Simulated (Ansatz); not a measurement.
Consider the hydrogenolysis of a Ge–C bond: `c1cc[c]([GeH2][c]2ccccc2)cc1` + H₂ → `[GeH3][c]1ccccc1` + `c1ccccc1`.

Computed with Ansatz on PBE0-D4/def2-TZVP structures; ΔE is electronic, products minus reactants. CBS: MP2 limit from def2 TZ/QZ plus the TZ coupled-cluster correction, frozen cores. This one scheme is used for every species. DFT in def2-TZVPP. B3LYP here is the variant with VWN-RPA as its local correlation; programs differ in this. For Ge outer-core shells are correlated without core-valence functions, which leaves a few kJ/mol of doubt a bond. Scalar relativity is left out up to krypton. Each species was taken in one conformer, which may not be the lowest.

**Question.** Is it downhill or uphill in electronic energy at CCSD(T)/CBS, and by how much? (An estimate is asked.)

**Answer.** The calculation gave: Downhill: ΔE = -27.2 kJ/mol.

**Question.** What do these levels give: PBE0-D4, r2SCAN0-D4, B2PLYP, PBE0, B3LYP, HF/def2-SVP, MP2/def2-SVP, CCSD(T)/def2-SVP, HF/def2-TZVPP, CCSD/def2-TZVPP, CCSD(T)/def2-TZVPP, CCSD/CBS(def2)? (Best estimate.)

**Answer.** The calculation gave: PBE0-D4 -34.2, r2SCAN0-D4 -36.5, B2PLYP -38.9, PBE0 -46.4, B3LYP -52.6, HF/def2-SVP -70.1, MP2/def2-SVP -26.0, CCSD(T)/def2-SVP -37.5, HF/def2-TZVPP -65.9, CCSD/def2-TZVPP -34.3, CCSD(T)/def2-TZVPP -26.0, CCSD/CBS(def2) -35.4 kJ/mol.

Largest T1 diagnostic among the species: 0.011.

At CCSD(T), def2-SVP lies −10.4 kJ/mol from the extrapolated value and def2-TZVPP +1.1 kJ/mol. In def2-TZVPP, CCSD(T) changes the Hartree–Fock value by +39.9 kJ/mol (the triples alone add +8.3 kJ/mol) and MP2 by +52.7 kJ/mol.
